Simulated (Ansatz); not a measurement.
Molecule: trifluoro(methoxy)methane, C2H3F3O, net charge 0, singlet state. 
Structure (B3LYP-D3(BJ)/def2-TZVP (Ansatz, a program for electronic structure) minimum search):
SMILES: C(F)(F)(OC)F
```xyz
9

C     -1.9058     0.0004    -0.4509
O     -0.6899     0.7482    -0.2696
C      0.3885     0.0410     0.0861
F      0.7182    -0.9042    -0.8235
F      1.4187     0.8737     0.2115
F      0.2250    -0.6079     1.2616
H     -2.1942    -0.4891     0.4788
H     -1.7860    -0.7343    -1.2466
H     -2.6538     0.7348    -0.7323
```

Quantity: vertical triplet-singlet gap (E(triplet) - E(singlet); each state is the SCF solution reached for its spin), in kJ/mol. Correlated levels leave the core frozen unless marked. UHF or UKS for open shells. Spin-orbit coupling is left out. No relativistic terms. Basis-set limits of correlation are two-point, X^-3; Hartree-Fock from the larger set.

```
level                                program  vertical triplet-singlet gap (kJ/mol)
-----------------------------------  -------  -------------------------------------
HF/aug-cc-pVQZ                        Ansatz                                  804.7
CAM-B3LYP/def2-TZVPD                  Ansatz                                  854.5
wB97M-V/def2-TZVPD                    Ansatz                                  864.0
MP2/aug-cc-pVDZ                       Ansatz                                  902.7
RI-MP2/aug-cc-pVTZ                    Ansatz                                  915.9
RI-MP2/aug-cc-pVQZ                    Ansatz                                  922.4
RI-MP2/CBS(aug-cc-pVTZ,aug-cc-pVQZ)   Ansatz                                  927.9
CCSD/aug-cc-pVDZ                      Ansatz                                  857.1
CCSD(T)/aug-cc-pVDZ                   Ansatz                                  850.4
```
